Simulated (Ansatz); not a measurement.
Ansatz (a quantum-chemistry and plane-wave program) input:

Ansatz 0.2 input:
```yaml
crystal:
  periodic: [false, false, false]
  atoms:
    - {symbol: Cl, position_ang: [2.29853036, -0.59768428, 1.99374293]}
    - {symbol: Si, position_ang: [1.43813877, 0.47986750, 0.47448894]}
    - {symbol: Cl, position_ang: [2.85388231, 0.68917260, -0.99574896]}
    - {symbol: N, position_ang: [0.05221297, -0.32038864, -0.12669080]}
    - {symbol: Si, position_ang: [-1.55747912, 0.25242739, -0.18491867]}
    - {symbol: Cl, position_ang: [-2.80713377, -0.97603050, 0.88231717]}
    - {symbol: Cl, position_ang: [-2.24786311, 0.28678050, -2.11668315]}
    - {symbol: H, position_ang: [1.04440820, 1.80079075, 0.96944916]}
    - {symbol: H, position_ang: [0.20411278, -1.25247458, -0.49526415]}
    - {symbol: H, position_ang: [-1.59931536, 1.60422435, 0.37699087]}
basis:
  gaussian:
    orbitals: def2-TZVPD
hamiltonian:
  xc: {name: B2PLYP}
total_charge: 1
magnetization: {spin_polarized: true, initial_magnetization: 1}
correlation: {electrons: outside_noble_gas}
```

**Question.** Which total energy does the run end on?

**Answer.** -2475.53718 Eh (B2PLYP/def2-TZVPD). The basis has 334 functions.

This state (charge 1, doublet) is run at the relaxed geometry of the species with charge 0 and multiplicity 1.
